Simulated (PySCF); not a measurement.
ReO3F, SMILES [O]=[Re](=[O])(=[O])[F], multiplicity 1. The structure is a stationary point at PBE0-D3(BJ)/def2-SVP. The multiplicity is an assumed one; other spin states were not compared. The def2 effective core potentials stand for the cores of Re; spin–orbit coupling is left out.

Method: PBE0-D3(BJ)/def2-SVP run with PySCF.

Harmonic wavenumbers (cm⁻¹): 231, 231, 319, 360, 360, 727, 1040, 1040, 1081. Rotational constants (GHz): 4.218, 3.565, 3.565; symmetry number 3.

**Question.** Work out the zero-point energy and the ideal-gas rigid-rotor harmonic-oscillator thermochemistry at 298.15 K and 1 atm.

**Answer.** ZPE = ½ Σ hcν = ½ × 5388 cm⁻¹ = 7.70 kcal/mol. H − E(el) = 11.53 kcal/mol. Entropy in cal/(mol K): translation 42.49, rotation 24.01, vibration 7.81, total 74.31. G − E(el) = -10.63 kcal/mol. Cp = 18.03 cal/(mol K).
